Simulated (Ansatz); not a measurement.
Se(H)(iPr) (C₃H₈Se), SMILES CC(C)[SeH].

Geometry optimised at r2SCAN-D4/def2-SVP. One conformer was computed; it need not be the lowest.

Two levels are set side by side: PBE/def2-SVPD (Ansatz, a program for electronic structure) and PBE0/def2-SVPD (Ansatz). Energy differences of separate SCF runs at the same geometry; the states with an electron removed or added have multiplicity 2 and 2. Differences are taken from unrounded values.

| quantity | PBE0 | PBE | PBE minus PBE0 |
|---|---|---|---|
| vertical ionisation energy (eV) | 8.67 | 8.61 | -0.06 |
| vertical singlet–triplet gap (eV) | 4.37 | 4.26 | -0.11 |
